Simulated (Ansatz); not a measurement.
Consider the redistribution: `CB(C)[SiH2]F` + `CS[SiH](N)F` → `CSB(C)C` + `N[SiH](F)[SiH2]F`.

Calculated with Ansatz (gas phase, PBE0-D4/def2-TZVP geometries, no zero-point term in ΔE). CBS: MP2 limit from def2 TZ/QZ plus the TZ coupled-cluster correction, frozen cores. DFT in def2-TZVPP. B3LYP here is the variant with VWN-RPA as its local correlation; programs differ in this. Each species was taken in one conformer, which may not be the lowest.

`CB(C)[SiH2]F`:

```xyz
13

C     0.251    1.269    1.053
B     0.044    0.180   -0.042
C     0.237    0.512   -1.556
Si   -0.470   -1.709    0.457
F    -0.797   -1.865    2.028
H     1.281    1.109    1.416
H     0.209    2.297    0.685
H    -0.382    1.159    1.936
H     0.943    1.328   -1.738
H     0.475   -0.330   -2.210
H    -0.746    0.886   -1.887
H    -1.678   -2.170   -0.286
H     0.633   -2.666    0.146
```

`CS[SiH](N)F`:

Z-matrix (Å, degrees):
```
C
S 1 1.818
H 1 1.088 2 110.9
H 1 1.089 2 111.1 3 -122.7
H 1 1.089 2 106.5 3 118.9
Si 2 2.111 1 100.8 3 55.7
F 6 1.605 2 106.9 1 -36.8
N 6 1.689 2 106.3 1 -160.5
H 6 1.479 2 115.9 1 79.0
H 8 1.006 6 122.4 2 -152.2
H 8 1.006 6 122.8 2 44.0
```

`CSB(C)C`:

Cartesian coordinates in Å:
```
C 0.857 -2.100 0.526
S 1.508 -0.426 0.333
B 0.105 0.601 -0.075
C -1.344 0.018 -0.231
C 0.414 2.122 -0.298
H 0.174 -2.156 1.374
H 1.704 -2.759 0.711
H 0.345 -2.426 -0.379
H -1.608 -0.705 0.545
H -1.415 -0.522 -1.184
H -2.107 0.800 -0.250
H 1.468 2.397 -0.226
H 0.042 2.439 -1.279
H -0.144 2.717 0.435
```

`N[SiH](F)[SiH2]F`:

Z-matrix (Å, degrees):
```
Si
F 1 1.609
Si 1 2.350 2 108.3
N 1 1.697 2 114.7 3 118.0
H 1 1.484 2 105.1 3 -123.3
F 3 1.612 1 106.9 2 94.0
H 3 1.487 1 111.4 2 -148.8
H 3 1.485 1 114.0 2 -24.9
H 4 1.007 1 122.9 2 77.3
H 4 1.007 1 121.7 2 -80.9
```

```
             level  ΔE (kJ/mol)  difference from CCSD(T)/CBS
            PBE-D4        -38.7                         -6.0
         r2SCAN-D4        -33.1                         -0.4
           PBE0-D4        -35.1                         -2.4
          B3LYP-D4        -33.8                         -1.1
           ωB97X-V        -32.1                          0.6
           ωB97M-V        -29.5                          3.2
            B2PLYP        -34.0                         -1.3
               PBE        -38.3                         -5.6
            r2SCAN        -32.9                         -0.2
              PBE0        -34.8                         -2.1
             B3LYP        -33.2                         -0.5
     HF/def2-TZVPP        -24.1                          8.6
    MP2/def2-TZVPP        -35.3                         -2.6
SCS-MP2/def2-TZVPP        -33.9                         -1.2
   CCSD/def2-TZVPP        -32.6                          0.1
CCSD(T)/def2-TZVPP        -35.1                         -2.4
     HF/def2-QZVPP        -23.6                          9.1
    MP2/def2-QZVPP        -33.8                         -1.1
SCS-MP2/def2-QZVPP        -32.3                          0.4
      HF/CBS(def2)        -23.6                          9.1
     MP2/CBS(def2)        -32.9                         -0.2
    CCSD/CBS(def2)        -30.2                          2.5
       CCSD(T)/CBS        -32.7                            0
```

Largest T1 diagnostic among the species: 0.012.

In def2-TZVPP, CCSD(T) changes the Hartree–Fock value by −11.0 kJ/mol (the triples alone add −2.5 kJ/mol) and MP2 by −11.2 kJ/mol. From PBE to PBE0 (25 % exact exchange), in def2-TZVPP and without D4, ΔE moves by +3.6 kJ/mol.
